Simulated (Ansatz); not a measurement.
Correlation energies of CO2Zn by basis set

Cartesian coordinates in Å:
```
O 1.201 0.383 -0.778
C 0.159 0.780 -0.470
O -0.883 1.179 -0.164
Zn -0.478 -2.342 1.412
```

The species carries charge 0 and has multiplicity 1. For Zn the d shell is correlated and the shells below it are frozen. Scalar relativity is left out up to krypton. The bonds changed during the relaxation, so this is another structure than the one it started from. The structure was optimised at the PBE0-D4/def2-TZVP level. Frozen core, restricted reference, Ansatz 0.2.0.

```tsv
basis	HF (Eh)	MP2 corr.	CCSD corr.	(T)	CCSD(T) total
def2-SVP	?	-0.77026	?	?	?
def2-TZVPP	-1965.52235	-1.08838	-1.04025	?	?
def2-QZVPP	-1965.57042	-1.17082	–	–	–
```

Question: Fill in the withheld values. (Estimate.)

Answer: Ansatz gave: def2-SVP HF (Eh): -1965.04516; def2-SVP CCSD corr.: -0.75578; def2-SVP (T): -0.02583; def2-SVP CCSD(T) total: -1965.82677; def2-TZVPP (T): -0.04171; def2-TZVPP CCSD(T) total: -1966.60431.
